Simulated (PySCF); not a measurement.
# The second ionisation energy along the 5p block

Calculated with PySCF 2.14 from differences of total energies of unrestricted determinants, without spin-orbit coupling. Values in eV. The last column holds reference values (NIST; (s) semi-empirical, (t) theoretical, else measured). Unmarked ones compare directly (S terms, centres of terms, or small fine structure); those marked * lie between the lowest fine-structure levels and include a spin-orbit shift.

| element | configurations | UHF | MP2 (valence) | SCS-MP2 (valence) | CCSD (valence) | CCSD(T) (valence) | reference |
| --- | --- | --- | --- | --- | --- | --- | --- |
| In (def2-SVP with the def2 core potential (28 electrons), ECP) | [Kr] 4d10 5s2 → [Kr] 4d10 5s1 | 17.000 | 17.564 | 17.677 | 17.849 | 17.849 | 18.870 |
| Sn (def2-SVP with the def2 core potential (28 electrons), ECP) | [Kr] 4d10 5s2 5p1 → [Kr] 4d10 5s2 | 13.718 | 13.852 | 13.835 | 13.921 | 13.931 | 14.282 |
| Sb (def2-SVP with the def2 core potential (28 electrons), ECP) | [Kr] 4d10 5s2 5p2 → [Kr] 4d10 5s2 5p1 | 15.995 | 16.213 | 16.160 | 16.241 | 16.246 | 16.626 ± 0.025 * |
| Te (def2-SVP with the def2 core potential (28 electrons), ECP) | [Kr] 4d10 5s2 5p3 → [Kr] 4d10 5s2 5p2 | 18.357 | 18.654 | 18.553 | 18.619 | 18.622 | 18.6 ± 0.4 * |
| I (def2-SVP with the def2 core potential (28 electrons), ECP) | [Kr] 4d10 5s2 5p4 → [Kr] 4d10 5s2 5p3 | 17.638 | 17.992 | 18.002 | 18.017 | 18.023 | 18.750 |
| Xe (def2-SVP with the def2 core potential (28 electrons), ECP) | [Kr] 4d10 5s2 5p5 → [Kr] 4d10 5s2 5p4 | 20.077 | 20.772 | 20.769 | 20.793 | 20.820 | 20.975 (s) * |

```csv
method,elements,mean error (eV),mean absolute error (eV),largest error (eV)
UHF,3,-1.182,1.182,-1.870
MP2 (valence),3,-0.831,0.831,-1.306
SCS-MP2 (valence),3,-0.796,0.796,-1.193
CCSD (valence),3,-0.705,0.705,-1.021
CCSD(T) (valence),3,-0.700,0.700,-1.021
```

Errors include the incompleteness of the basis and the frozen core.

"Valence" correlates the outer s and p shells and, in groups 3 to 12 and the f block, the outer d or f shell, open or full, or the next shell where the ion has no valence electron left; the wider scheme adds the next inner shell.
